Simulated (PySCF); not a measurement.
Species: C5H5FO.
SMILES: `O=C1C=CC[C@@H]1F`

A PySCF run (density fitting, gas phase, GFN2-xTB geometry) gave HOMO -7.40 eV, LUMO -1.87 eV, dipole 4.46 D and E = -368.136 Eh.

**Question.** Which of these levels was it?
A. PBE0/pcSseg-1
B. CAM-B3LYP/def2-SVPD
C. wB97X/6-31G

**Answer.** A. It is PBE0/pcSseg-1. All candidates on this geometry:

```tsv
level and settings	kind	basis functions	SCF cycles	E (Eh)	HOMO (eV)	LUMO (eV)	dipole (D)
PBE0/pcSseg-1, grid level 4, energy threshold 1e-07 Eh	global hybrid	144	10	-368.1361	-7.40	-1.87	4.46
CAM-B3LYP/def2-SVPD	range-separated hybrid	186	14	-368.1720	-8.97	-0.82	4.80
wB97X/6-31G	range-separated hybrid	73	15	-368.3800	-9.63	0.55	4.68
```

The nearest other candidate, by the summed differences of HOMO and LUMO, is CAM-B3LYP/def2-SVPD: its HOMO differs by -1.57 eV and its LUMO by +1.05 eV. Cycle counts include a coarse-grid stage where the run had one.
